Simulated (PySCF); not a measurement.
Compound: C₆H₉N.
SMILES: `CC(C)/C=C/C#N`

The closed-shell SCF was solved with PySCF and density fitting under several settings on one GFN2-xTB geometry (grid level 2 and gas phase unless stated).

```tsv
settings	basis functions	SCF cycles	E (Eh)	HOMO (eV)	LUMO (eV)	dipole (D)
wB97X-D/ANO-RCC-VDZP	143	13	-288.7600	-9.57	0.67	4.87
BLYP/pcSseg-0, damping 0.1 at the start, DIIS from the seventh cycle	81	24	-288.0268	-6.65	-1.93	4.58
CAM-B3LYP/def2-SVPD	212	12	-288.4127	-9.23	-0.20	5.00
```

Q: Estimate the row for these settings: OPBE/def2-SVPD.

A: 
```
      settings  basis functions  SCF cycles     E (Eh)  HOMO (eV)  LUMO (eV)  dipole (D)
OPBE/def2-SVPD              212          16  -288.4599      -6.79      -2.18        4.87
```

Q: Over all rows, what range does the HOMO–LUMO gap span?

A: From 4.61 eV (OPBE/def2-SVPD) to 10.24 eV (wB97X-D/ANO-RCC-VDZP). The functional of the narrowest has no exact exchange, that of the widest range-separated exact exchange.

Whole jobs, the steps after the SCF included, on Arm Neoverse V1, one thread (shared host):

| settings | work after the SCF | wall time | peak memory |
| --- | --- | --- | --- |
| wB97X-D/ANO-RCC-VDZP | 25 singlets by TDA, 2 Tamm–Dancoff triplets, polarisability | 31 s | 0.78 GiB |
| BLYP/pcSseg-0, damping 0.1 at the start, DIIS from the seventh cycle | shieldings | 16 s | 0.44 GiB |
| CAM-B3LYP/def2-SVPD | 1 singlet by full TDDFT, 2 Tamm–Dancoff triplets, polarisability | 30 s | 0.98 GiB |
| OPBE/def2-SVPD | shieldings, charges and field gradients | 43 s | 0.72 GiB |

wB97X-D ran without the empirical dispersion term, which would shift the total energy alone. Cycle counts include a coarse-grid stage where the run had one. ANO-RCC sets were contracted for a scalar-relativistic Hamiltonian, but ran non-relativistically here.

Shape of the structure used: `[CH3:1][CH:2]([CH3:3])/[CH:4]=[CH:5]/[C:6]#[N:7]`: C1–C2–C4–C5 119°.

One conformer stands for the species.
